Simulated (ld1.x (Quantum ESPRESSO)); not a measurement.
# Which change was made? (Bi, RRKJ)

* Element: Bi (Z = 83)
* Generator: ld1.x (Quantum ESPRESSO) 7.5
* Type: norm-conserving RRKJ (Kleinman–Bylander form)
* Functional: PBE
* Relativity: scalar-relativistic
* Frozen core: [Xe] 4f14
* Valence charge: 15
* Reference configuration: 5d10 6s2 6p3
* Partial waves: 6s (bound): rc 1.75 bohr; 6p (bound): rc 2.10 bohr; 5d (bound): rc 1.10 bohr
* Local potential: all-electron potential smoothed inside 1.15 bohr (lloc = -1)
* Core correction: none
* rho0: 0.02

Cutoffs, loose and tight: the cutoffs (Ry, on a coarse ladder) from which the occupation-weighted sum of valence levels, in a spherical-Bessel basis at the reference potential, stays within 10 and 1 mRy of its value at 400 Ry. They do not see the model core or the augmentation charge, which bear on the density cutoff. Test errors are all-electron minus pseudo excitation energies from the reference, over the configurations 5d10 6s2 6p2; 5d10 6s2 6p1; 5d10 6s2 6p0; 5d10 6s1 6p3; 5d10 6s2 6p3.3; 5d10 6s2 6p2.5; 5d10 6s1 6p0; variants that change the core or the reference have their own tests. The largest error is taken over the tests solved by every variant that gives reliable tests at all, those not shown here included: 5d10 6s1 6p0; 5d10 6s1 6p3; 5d10 6s2 6p0; 5d10 6s2 6p2; 5d10 6s2 6p2.5; 5d10 6s2 6p3.3.

The base gives: outcome: generated; cutoff, loose: 140 Ry; cutoff, tight: 230 Ry; bound ghosts: s, p; largest test error (meV): +43.

(1) After one change the result is: outcome: generated; cutoff, loose: 90 Ry; cutoff, tight: 120 Ry; bound ghosts: s, p; largest test error (meV): +23. Which change was it?
A. all radii scaled by about 1.03 (s 1.80, p 2.16, d 1.14 bohr); local potential all-electron potential smoothed inside 1.18 bohr (lloc = -1)
B. local potential the p channel
C. type TM; local potential all-electron potential smoothed inside 1.55 bohr (lloc = -1); rho0 0
D. local potential all-electron potential smoothed inside 1.86 bohr (lloc = -1)

## Answers

(1) C. The others give: local potential the p channel → outcome: generated; cutoff, loose: 140 Ry; cutoff, tight: 230 Ry; bound ghosts: none; largest test error (meV): +18 | all radii scaled by about 1.03 (s 1.80, p 2.16, d 1.14 bohr); local potential all-electron potential smoothed inside 1.18 bohr (lloc = -1) → outcome: failed: compute_phi: phi has nodes before r_c | local potential all-electron potential smoothed inside 1.86 bohr (lloc = -1) → outcome: generated; cutoff, loose: 140 Ry; cutoff, tight: 230 Ry; bound ghosts: s; largest test error (meV): -24.
